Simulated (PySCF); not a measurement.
## Polarisability and C₆ of Bi⁺ (bismuth, charge +1)

[Xe] 4f14 5d10 6s2 6p2, high-spin 3P determinant. Computed with PySCF 2.14 in aug-cc-pV5Z-PP with ECP60MDF, with a scalar-relativistic core potential. Coupled (time-dependent) response in atomic units; α is the mean over directions.

| method | mean α (bohr³) | α xx, yy, zz | C₆ (like pair) | S(−4) |
| --- | --- | --- | --- | --- |
| r2SCAN0 | 27.09 | 23.30, 28.99, 28.99 | 257.0 | 174.9 |

S(−4) is the Cauchy moment in α(ω) = α(0) + S(−4) ω² + …

Spin-orbit coupling is absent.

α(iu) at r2SCAN0:

```json
{"u (hartree)": "0", "α(iu) (bohr³)": "27.09"}
{"u (hartree)": "0.0500", "α(iu) (bohr³)": "26.66"}
{"u (hartree)": "0.100", "α(iu) (bohr³)": "25.48"}
{"u (hartree)": "0.200", "α(iu) (bohr³)": "21.83"}
{"u (hartree)": "0.300", "α(iu) (bohr³)": "17.94"}
{"u (hartree)": "0.500", "α(iu) (bohr³)": "12.09"}
{"u (hartree)": "0.750", "α(iu) (bohr³)": "8.026"}
{"u (hartree)": "1.00", "α(iu) (bohr³)": "5.827"}
{"u (hartree)": "1.50", "α(iu) (bohr³)": "3.629"}
{"u (hartree)": "2.00", "α(iu) (bohr³)": "2.546"}
{"u (hartree)": "3.00", "α(iu) (bohr³)": "1.479"}
{"u (hartree)": "5.00", "α(iu) (bohr³)": "0.6753"}
```

For an ion, C₆ is the dispersion term alone; charge-induced terms of lower order in 1/R come first.

The components differ because the open shell of this determinant is not spherical; for a pure term their mean is the scalar polarisability.

Energies and moments cover only the electrons outside the core potential. Spin-orbit coupling is strong in this species (close to jj coupling), so the high-spin LS determinant is a model state, not a physical level.
